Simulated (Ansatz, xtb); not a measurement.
**Two isomers of CH4ClFSiTe**

Structure I: `C[Si@@](F)(Cl)[TeH]`, a singlet. Structure II: `C[Te][Si@H](F)Cl`, a singlet. Both are isolated molecules in the gas phase, relaxed with PBE0-D3(BJ)/def2-SVP; the shapes shown needn't be the lowest conformers.

I (Å):

```yaml
atoms:
  - { symbol: C, position_ang: [-1.4035, 1.1488, -0.1336] }
  - { symbol: Cl, position_ang: [0.6096, 3.2492, -1.4241] }
  - { symbol: F, position_ang: [-0.4829, 0.8454, -2.8027] }
  - { symbol: Si, position_ang: [0.0120, 1.2794, -1.3194] }
  - { symbol: Te, position_ang: [1.9205, -0.2462, -0.8452] }
  - { symbol: H, position_ang: [-2.2110, 1.8341, -0.4350] }
  - { symbol: H, position_ang: [-1.7892, 0.1186, -0.1172] }
  - { symbol: H, position_ang: [-1.0775, 1.4179, 0.8821] }
  - { symbol: H, position_ang: [2.1757, 0.5340, 0.6039] }
```

II (Å):

```xyz
9

C    -0.1313   -1.7617   -1.1704
Cl    1.7866   -0.5726    3.5086
F     1.4410    0.7289    0.8251
Si    0.7425   -0.4088    1.7473
Te    0.8300   -2.5835    0.5921
H    -0.0651   -2.5323   -1.9487
H    -1.1829   -1.5352   -0.9579
H     0.4112   -0.8637   -1.4888
H    -0.6232    0.0929    2.0385
```

Problem. Estimate E(II) − E(I) at the level CCSD(T)/def2-SVP + ΔMP2/def2-TZVPP.

Solution. Calculated at CCSD(T)/def2-SVP + ΔMP2/def2-TZVPP: E(II) − E(I) = +0.497 eV, so structure I lies lower.

Level by level:

```
                             level              geometry  E(II) − E(I) (eV)  departure from the last row (eV)  job, with rough time for the two
                          GFN2-xTB              GFN2-xTB              −0.009                            −0.506               optimisation, 0.6 s
                         HF/STO-3G              GFN2-xTB              +0.451                            −0.046                 single point, 1 s
                r2SCAN-D4/def2-SVP              GFN2-xTB              +0.619                            +0.122               single point, 4.9 s
              PBE0-D3(BJ)/def2-SVP  PBE0-D3(BJ)/def2-SVP              +0.604                            +0.107                optimisation, 91 s
                       HF/def2-SVP  PBE0-D3(BJ)/def2-SVP              +0.589                            +0.092           part of the CCSD(T) run
                      MP2/def2-SVP  PBE0-D3(BJ)/def2-SVP              +0.577                            +0.080           part of the CCSD(T) run
                  CCSD(T)/def2-SVP  PBE0-D3(BJ)/def2-SVP              +0.568                            +0.072                      single point
CCSD(T)/def2-SVP + ΔMP2/def2-TZVPP  PBE0-D3(BJ)/def2-SVP              +0.497                                                  single point, 52 s
```

As drawn, II has 1 C–Te, 1 Si–H in place of 1 C–Si, 1 Te–H.

GFN2-xTB finds them nearly level. The largest departure from CCSD(T)/def2-SVP + ΔMP2/def2-TZVPP is that of GFN2-xTB, 0.506 eV. The last row adds to CCSD(T) the change of the MP2 difference between the two basis sets, here −0.072 eV.

With harmonic frequencies from PBE0-D3(BJ)/def2-SVP (ideal gas, rigid rotor, one conformer each, 600 K, 1 atm): on the last row, ΔE + ΔZPE = +0.548 eV. A mode under 50 cm⁻¹ makes harmonic enthalpies and free energies unreliable, so none is given.

The correlated steps freeze 16 core orbitals; the filled d shell of Te is correlated, in a basis made for valence electrons. Atoms past krypton carry core potentials in the def2 sets, other sets are all-electron and non-relativistic, and no spin–orbit term is included. Programs: Ansatz 0.2.0, xtb 6.7.1; the last row on 2 threads of Arm Neoverse V1 on a shared host.
